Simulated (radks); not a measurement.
Values are calculated unless marked as measured or tabulated.
Correlation energies from several functionals, in hartree. Species: Eu2+ [Xe] 4f7; Al2+ [Ne] 3s1. Code: a radial shooting solver on a logarithmic mesh with Libxc functionals. Model: non-relativistic Kohn-Sham, exchange-only PBE, spin-polarised, spherical densities, point nucleus. Every spin shell is full or empty, so the densities are truly spherical. Functionals are evaluated on that one density, not self-consistently.

| functional | Eu2+ | Al2+ |
|---|---|---|
| PW92 | -6.1102 | -0.87668 |
| PZ | -6.1031 | -0.87354 |
| Wigner | -3.2191 | -0.54261 |
| Chachiyo | -6.0282 | -0.86094 |
| PBE | -3.4877 | -0.39164 |
| PBEsol | -3.9270 | -0.46359 |
| LYP | -3.2027 | -0.44298 |
| P86 | -3.9363 | -0.44052 |
| AM05 | -5.7247 | -0.79050 |
| TPSS | -3.4888 | -0.39313 |
| revTPSS | -3.5233 | -0.40306 |
| SCAN | -3.5179 | -0.38977 |
| r2SCAN | -3.5342 | -0.39312 |
